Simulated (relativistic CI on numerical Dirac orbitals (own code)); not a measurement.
# Spin-allowed bands of a d8 ion in an octahedral site, by hand

Problem. A d8 ion in an octahedral site has a 3A2 ground term and spin-allowed bands at ν1 = 11600 and ν2 = 17208 cm⁻¹ (from a computed ligand-field model). Find Δ and the Racah parameter B, and predict the third band.

Working.
1. The F term splits into A2 (−1.2Δ), T2 (−0.2Δ) and T1 (+0.6Δ), so ν1 = E(T2) − E(A2) = Δ = 11600 cm⁻¹.
2. T1(F) mixes with T1(P), which lies at 15B, through an element 0.4Δ. The two roots, counted from A2, are ν2,3 = ½(15B + 3Δ) ∓ ½√[(15B − Δ)² + 12BΔ].
3. Solving the lower root for B gives B = (2ν1² + ν2² − 3ν1ν2)/(15ν2 − 27ν1) = -33603136/-55080 = 610 cm⁻¹.
4. The sum of the roots is 15B + 3Δ, so ν3 = 15B + 3ν1 − ν2 = 26743 cm⁻¹ (374 nm).

Check. The bands were computed by exact diagonalisation of the d8 shell with B = 610 and Δ = 11600 cm⁻¹, which gives ν3 = 26742 cm⁻¹. C does not enter the terms of highest spin.
